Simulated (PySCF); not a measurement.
**Bond curve of AuSe**

Set-up: basis Au def2-TZVPP with ECP60, Se def2-TZVPP; scalar-relativistic core potentials; PySCF 2.14. Energies in eV from Au (5d10 6s1) + Se in their ground configurations at the same level. State: ²Π (doublet), unpaired electrons π ↑.

```json
{"R (Å)": "2.002", "PBE": "-1.499", "M06-L": "-1.135", "ωB97X-V": "-1.155", "B2PLYP": "-1.146"}
{"R (Å)": "2.095", "PBE": "-2.187", "M06-L": "-1.873", "ωB97X-V": "-1.851", "B2PLYP": "-1.834"}
{"R (Å)": "2.188", "PBE": "-2.540", "M06-L": "-2.271", "ωB97X-V": "-2.215", "B2PLYP": "-2.189"}
{"R (Å)": "2.258", "PBE": "-2.656", "M06-L": "-2.415", "ωB97X-V": "-2.338", "B2PLYP": "-2.305"}
{"R (Å)": "2.328", "PBE": "-2.681", "M06-L": "-2.466", "ωB97X-V": "-2.370", "B2PLYP": "-2.332"}
{"R (Å)": "2.398", "PBE": "-2.643", "M06-L": "-2.450", "ωB97X-V": "-2.336", "B2PLYP": "-2.294"}
{"R (Å)": "2.491", "PBE": "-2.523", "M06-L": "-2.356", "ωB97X-V": "-2.217", "B2PLYP": "-2.175"}
{"R (Å)": "2.607", "PBE": "-2.309", "M06-L": "-2.169", "ωB97X-V": "-1.996", "B2PLYP": "-1.959"}
{"R (Å)": "2.747", "PBE": "-2.008", "M06-L": "-1.896", "ωB97X-V": "-1.673", "B2PLYP": "-1.650"}
{"R (Å)": "2.933", "PBE": "-1.596", "M06-L": "-1.515", "ωB97X-V": "-1.218", "B2PLYP": "-1.201"}
```

Problem. Put a parabola through the three lowest points of the PBE curve and estimate Re, k and ωe (reduced mass 56.85 u; 1 eV/Å² = 0.16022 mdyn/Å; ωe = 1302.8·√(k/μ) cm⁻¹).

Solution. Through R = 2.258, 2.328, 2.398 Å the second-order coefficient is 6.43 eV/Å², so Re ≈ 2.321 Å, k ≈ 2.06 mdyn/Å and ωe ≈ 248 cm⁻¹. A polynomial fit of higher order to the unrounded PBE energies gives Re = 2.317 Å, k = 2.21 mdyn/Å, ωe = 257 cm⁻¹; anharmonicity and rounding make the difference.

The higher-order fit for each curve: PBE: Re = 2.317 Å, ωe = 257 cm⁻¹, De = 2.68 eV; M06-L: Re = 2.343 Å, ωe = 247 cm⁻¹, De = 2.47 eV; ωB97X-V: Re = 2.323 Å, ωe = 257 cm⁻¹, De = 2.37 eV; B2PLYP: Re = 2.318 Å, ωe = 256 cm⁻¹, De = 2.33 eV.

Correlated steps freeze 9 core orbitals. ⟨S²⟩ of the unrestricted solution departs from its pure value on part of the curve, where spin states mix. These are scalar-relativistic numbers at best; spin–orbit coupling would shift them, the dissociation energy most. B2PLYP dipoles, levels and charges come from its SCF part alone. With d or f electrons several states lie close, and the lowest PBE0 determinant need not be the measured ground state.
